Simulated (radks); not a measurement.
Spin polarisation of the 5p3 shell in Te+. Start: [Kr] 4d10 5s2 5p(up 1.5, down 1.5); electrons of 5p are moved from spin down to spin up, other shells keep equal spins. Method: scalar-relativistic Kohn-Sham, r2SCAN, spin-polarised, spherical densities, finite nucleus; meta-GGA in the generalised Kohn-Sham scheme; Fermi nuclear charge, rms radius of each element as measured or else 0.836 A^(1/3) + 0.57 fm; computed with a radial shooting solver on a logarithmic mesh with Libxc functionals.

moment (Bohr magnetons) = 0: E - E(0) (eV) 0.000; e(5p up) (eV) -13.871; e(5p down) (eV) -13.871; 5s down minus up (eV) 0.000; 4d down minus up (eV) 0.000; 4p down minus up (eV) 0.000
moment (Bohr magnetons) = 0.75: E - E(0) (eV) -0.141; e(5p up) (eV) -14.219; e(5p down) (eV) -13.465; 5s down minus up (eV) 0.755; 4d down minus up (eV) 0.086; 4p down minus up (eV) 0.051
moment (Bohr magnetons) = 1.5: E - E(0) (eV) -0.568; e(5p up) (eV) -14.519; e(5p down) (eV) -12.987; 5s down minus up (eV) 1.523; 4d down minus up (eV) 0.172; 4p down minus up (eV) 0.102
moment (Bohr magnetons) = 2.25: E - E(0) (eV) -1.296; e(5p up) (eV) -14.773; e(5p down) (eV) -12.413; 5s down minus up (eV) 2.306; 4d down minus up (eV) 0.258; 4p down minus up (eV) 0.153
moment (Bohr magnetons) = 3: E - E(0) (eV) -2.361; e(5p up) (eV) -14.984; e(5p down) (eV) -11.554; 5s down minus up (eV) 3.093; 4d down minus up (eV) 0.349; 4p down minus up (eV) 0.203

At moment 3 the spin-polarisation energy is -2.361 eV and the 5p exchange splitting 3.430 eV, that is 1.143 eV per Bohr magneton; E = -I m^2/4 would give I = 1.049 eV.
